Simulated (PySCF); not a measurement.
# Structure elucidation problem

The spectra below were simulated for a compound C7H7BO3.

1H NMR (600 MHz, computed): δ 8.12 (s, 2H), 7.26 (d, J = 2.3 Hz, 1H), 6.54 (dd, J = 3.9, 2.3 Hz, 1H), 6.27 (d, J = 3.9 Hz, 1H), 4.32 (br, 2H).

13C{1H} NMR (computed): δ 183.2 (CH), 149.7 (C), 143.6 (CH), 117.3 (CH), 108.5 (C), 103.0 (CH).

- B3LYP/pcJ-1 coupling constants (spin–dipole term only in couplings to heteroatoms)
- geometry: PBE0-D3(BJ)/def2-SVP
- shieldings: GIAO PBE0/pcSseg-1
- run in PySCF 2.14
- gas phase, rapidly exchanging positions averaged, single conformer, non-relativistic

Referencing at the same level of theory: TMS for 1H (σref 31.27), 13C (σref 184.41).

**Question.** Deduce the structure.

**Answer.** 
1. 6 carbon signals for 7 carbons: some carbons are equivalent by symmetry or fast rotation.
2. Carbon types of the structure: 2 × C, 5 × CH, leaving 2 H on heteroatoms.
3. δC 183.2: alkene carbon bearing oxygen; an sp2 carbon further deshielded by the attached heteroatom.
4. δC 149.7: substituted aromatic carbon next to the ring oxygen.
5. δC 143.6: aromatic CH next to the ring oxygen.
6. δC 117.3, 103.0: aromatic CH.
7. δC 108.5: β carbon of an enol-ether or enamine type C=C; the O or N lone pair pushes π density onto this β carbon and shields it.
8. δH 7.26: hydrogen on an aromatic CH next to the ring oxygen; aromatic region.
9. δH 6.54, 6.27: hydrogen on an aromatic CH; ring-current deshielding.
10. The protons at 6.27 and 6.54 share a coupling of 3.9 Hz (vicinal, an ortho-type coupling).

Structure: `[BH2-]1OC=C(c2ccco2)C=[O+]1`.

The shifts were computed for this structure.

Hydrogens on boron are broadened and split by 11B (spin 3/2, 80 %) and 10B (spin 3). Splittings below 1 Hz are ignored in the labels, and close J values are merged. Unscaled 3J(H,H) at this level run about 10 % above measured values. Shifts are as computed. Against solution values, carbons near 30 ppm lie about +2 ppm off and those near 130 ppm about +5 ppm. Of 1313 compounds with measured shifts, 239 miss one by over three times the rms of a fit or turn the order of signals round; such compounds aren't used in these exercises.
